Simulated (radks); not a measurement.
Values are calculated unless marked as measured or tabulated.
Question: Cd II, 47 electrons, occupied as [Kr] 4d10 7d1 (not the ground configuration). Level of theory: scalar-relativistic Kohn-Sham, LDA (Slater exchange, Perdew-Wang correlation), spin-polarised, spherical densities, finite nucleus; open shells are filled with parallel spins first (spin-orbit coupling, left out, can overturn this in heavy ions); Fermi nuclear charge, rms radius 4.6087 fm (a radial shooting solver on a logarithmic mesh with Libxc functionals). Some entries of the table are withheld. Estimate them.

orbital  occ.  eigenvalue (hartree)  <1/r> (bohr^-1)  <r> (bohr)
1s up       1             -974.1877            50.58     0.03043
1s down     1             -974.1877            50.58     0.03043
2s up       1             -145.1888            11.51      0.1318
2s down     1             -145.1888            11.51      0.1318
2p up       3             -130.4297            11.11      0.1149
2p down     3             -130.4296            11.11      0.1149
3s up       1             -27.54560            4.056      0.3590
3s down     1             -27.54557            4.056      0.3590
3p up       3             -22.70278            3.866      0.3576
3p down     3             -22.70274            3.866      0.3576
3d up       5             -15.09728            3.640      0.3350
3d down     5             -15.09723            3.640      0.3350
4s up       1              -4.51229            1.576      0.8788
4s down     1              -4.51216            1.576      0.8788
4p up       3              -3.08535              (1)      0.9596
4p down     3              -3.08521              (2)      0.9596
4d up       5              -1.05292            1.071         (3)
4d down     5              -1.05266            1.072         (4)
7d up       1              -0.06747          0.08147         (5)
7d down     0              -0.06289          0.08044         (6)

Answer: 
(1) 4p up <1/r> (bohr^-1): 1.420
(2) 4p down <1/r> (bohr^-1): 1.420
(3) 4d up <r> (bohr): 1.255
(4) 4d down <r> (bohr): 1.254
(5) 7d up <r> (bohr): 17.20
(6) 7d down <r> (bohr): 17.47
